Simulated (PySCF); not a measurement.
Species: C7H8ClF.
Atom-mapped SMILES: `[F:1][C@@:2]12[CH:3]=[CH:4][C@@H:5]([CH2:6]1)[C@@H:7]([Cl:8])[CH2:9]2` (hydrogens: H10 on C3; H11 on C4; H12 on C5; H13, H14 on C6; H15 on C7; H16, H17 on C9)

Structure optimised with GFN2-xTB, isolated species.

Q: What internal coordinates does the optimisation give?

A: 
| bond | length (bohr) |
| --- | --- |
| F1–C2 | 2.582 |
| C2–C3 | 2.851 |
| C3=C4 | 2.507 |
| C4–C5 | 2.854 |
| C5–C6 | 2.898 |
| C5–C7 | 2.925 |
| C7–Cl8 | 3.373 |
| C7–C9 | 2.901 |
| C2–C6 | 2.896 |
| C2–C9 | 2.924 |
| C3–H10 | 2.027 |
| C4–H11 | 2.029 |
| C5–H12 | 2.052 |
| C6–H13 | 2.056 |
| C6–H14 | 2.055 |
| C7–H15 | 2.060 |
| C9–H16 | 2.058 |
| C9–H17 | 2.057 |

A selection of angles:
| angle | degrees |
| --- | --- |
| F1–C2–C3 | 115.7 |
| F1–C2–C6 | 116.9 |
| F1–C2–C9 | 113.2 |
| C3–C2–C6 | 101.4 |
| C3–C2–C9 | 106.5 |
| C6–C2–C9 | 101.5 |
| C2–C3–C4 | 106.4 |
| C3–C4–C5 | 107.7 |
| C4–C5–C6 | 100.8 |
| C4–C5–C7 | 105.0 |
| C6–C5–C7 | 100.9 |
| C2–C6–C5 | 92.4 |
| C5–C7–Cl8 | 110.3 |
| C5–C7–C9 | 103.4 |
| Cl8–C7–C9 | 111.7 |
| C2–C9–C7 | 101.8 |

Dihedral angles: F1–C2–C3–C4 162° (antiperiplanar); C2–C3–C4–C5 0° (synperiplanar); C3–C4–C5–C6 -34° (synclinal); C4–C5–C6–C2 50° (synclinal); C4–C5–C7–Cl8 172° (antiperiplanar); C5–C7–C9–C2 1° (synperiplanar); F1–C2–C6–C5 -178° (antiperiplanar); F1–C2–C9–C7 -164° (antiperiplanar).

Of the pairs four or more bonds apart, Cl8···H13 is among the closest relative to their van der Waals radii: 2.86 Å, 97 % of the sum of Bondi's values. The 5-membered ring C2–C3–C4–C5–C6 has internal angles of 92.4° to 107.7°; it is puckered, 0.25 Å rms from its mean plane, widest ring torsion 51°. The C–C distances run from 1.326 Å (C3=C4, drawn double) to 1.548 Å (C5–C7, drawn single), a spread of 0.222 Å. The 5-membered ring C2–C6–C5–C7–C9 has internal angles of 92.4° to 103.4° (sum 500°, against 540° for a flat polygon); it is puckered, 0.28 Å rms from its mean plane, widest ring torsion 59°.

Point group: C1 (no symmetry element, even within 0.4 Å). Whether it is a minimum is left open (no frequencies).

All values are computed, not measured.
